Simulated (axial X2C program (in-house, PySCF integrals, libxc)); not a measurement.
**TiS⁻: properties at the nuclei**

Calculated with an in-house all-electron X2C program for linear molecules (integrals from PySCF): two-component X2C with atomic mean-field Coulomb and Gaunt terms, Gaussian nuclei, basis Ti dyall-acv3z, S dyall-av3z with contracted cores.

R = 2.133 Å (near the PBE0 minimum at charge -1 of the determinant lowest at the starting distance; the state shown can have its own minimum elsewhere).

Input and command:
```json
{"zs": [22, 16], "q": -1, "bas": ["dyall-acv3z", "dyall-av3z"], "r0": 2.11, "levels": ["PBE0", "HF", "LDA", "TPSSh", "PBE50"], "nst": 3}
```
```bash
python soeom.py task.json out
```

Keys: zs atomic numbers; q charge; bas basis sets; r0 starting distance in Å; levels methods; nst determinants followed.

Determinant lowest in the PBE0 search, Ω = 3/2 (⟨Sz⟩ = -0.50, ⟨Lz⟩ = 2.00 at PBE0), spin on the atoms Ti -0.61, S 0.11:

| level | Eeff magnitude (GV/cm) | Ws magnitude Ti (kHz) | Ws magnitude S (kHz) | A∥/gI Ti (MHz) | qzz Ti (a.u.) | A∥/gI S (MHz) | qzz S (a.u.) |
| --- | --- | --- | --- | --- | --- | --- | --- |
| PBE0 | 0.26 | 0.0544 | 0.0139 | 176 | -0.72 | 12.4 | -0.42 |
| HF | 0.503 | 0.101 | 0.0293 | 178 | -1.03 | 43.9 | -0.34 |
| LDA | 0.0964 | 0.0192 | 0.0061 | 224 | -0.60 | 5.86 | -0.49 |
| TPSSh | 0.244 | 0.0508 | 0.0126 | 182 | -0.78 | 14.5 | -0.46 |
| PBE50 | 0.354 | 0.0736 | 0.019 | 177 | -0.81 | 21.5 | -0.35 |

Determinant 0.03 eV from it at PBE0 and this distance, Ω = 5/2 (⟨Sz⟩ = 0.50, ⟨Lz⟩ = 2.00 at PBE0), spin on the atoms Ti 0.61, S -0.11:

```tsv
level	Eeff magnitude (GV/cm)	Ws magnitude Ti (kHz)	Ws magnitude S (kHz)	A∥/gI Ti (MHz)	qzz Ti (a.u.)	A∥/gI S (MHz)	qzz S (a.u.)
PBE0	0.261	0.0326	0.00834	177	-0.73	-9.8	-0.42
HF	0.5	0.0596	0.0177	168	-1.03	-33.4	-0.34
LDA	0.0972	0.0116	0.00366	143	-0.60	-1.39	-0.49
TPSSh	0.245	0.0305	0.00754	169	-0.79	-8.27	-0.46
PBE50	0.354	0.0439	0.0114	178	-0.81	-18	-0.35
```

Eeff is the effective electric field on the electron electric dipole moment in this Ω state and Ws the scalar–pseudoscalar constant of the nucleus named (defined with the proton number Z and per Ω); A∥ (defined per Ω) follows by multiplying with gI = μI/(I μN); qzz is the electric field gradient, eQq0 = 234.96 MHz × Q/barn × qzz. The operators were transformed with the bare-nucleus X2C matrices; with these basis sets, hyperfine constants and field gradients can be off by tens of per cent, and where levels differ in sign neither size nor sign is settled.

Q: With gI(47Ti) = -0.3154, Q(47Ti) = 0.302 barn, Q(33S) = -0.0694 barn (g factors from the IAEA table of nuclear moments by Stone; Q from Pyykkö, Mol. Phys. 2018), turn the PBE0 values of the first state into constants in MHz.

A: A∥(47Ti) = 176 × -0.3154 = -55.5 MHz; eQq0(47Ti) = 234.96 × (0.302) × (-0.72) = -51.1 MHz; eQq0(33S) = 234.96 × (-0.0694) × (-0.42) = 6.85 MHz.

Each state is one determinant with collinear spin. Unrestricted Hartree–Fock can overshoot spin polarisation at the nuclei. For an anion, determinants above electron detachment, or with a positive highest level, are held by the basis set. Where Eeff spreads by more than a factor of two the levels disagree and none is to be relied on. States lie within half an eV, so the first need not be the ground state. Further determinants of the search, some of them spin-mixed, are not shown. Where a field gradient or hyperfine factor spreads by more than a factor of two over the levels, a constant derived from it is not to be relied on. PBE0 term energies can be off by some tenths of an eV.
